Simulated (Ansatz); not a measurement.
`[CH3][In]([NH2])[CH2]F` + `[CH3][Al]([OH])[SH]` → `[CH3][In]([CH3])[NH2]` + `[OH][Al]([SH])[CH2]F`  (redistribution)

Program: Ansatz. Geometries: PBE0-D4/def2-TZVP. ΔE: electronic, gas phase. CCSD(T)/CBS is the MP2 limit (def2-TZVPP, def2-QZVPP) plus CCSD(T) − MP2 in def2-TZVPP, frozen cores. Functionals use def2-TZVPP. B3LYP here is the variant with VWN-RPA as its local correlation; programs differ in this. def2 core potentials past Kr. For In outer-core shells are correlated without core-valence functions, which leaves a few kJ/mol of doubt a bond. Each species was taken in one conformer, which may not be the lowest.

```csv
level,ΔE (kcal/mol)
B3LYP,3.5
HF/def2-TZVPP,3.1
CCSD(T)/def2-TZVPP,3.2
SCS-MP2/def2-QZVPP,2.9
```

Question: What does CCSD(T)/CBS give? (An estimate is asked.)

Answer: The calculation gave: +3.2 kcal/mol. The listed levels differ from it by 0.3, -0.1, 0.0, -0.3 kcal/mol.

Largest T1 diagnostic among the species: 0.013.
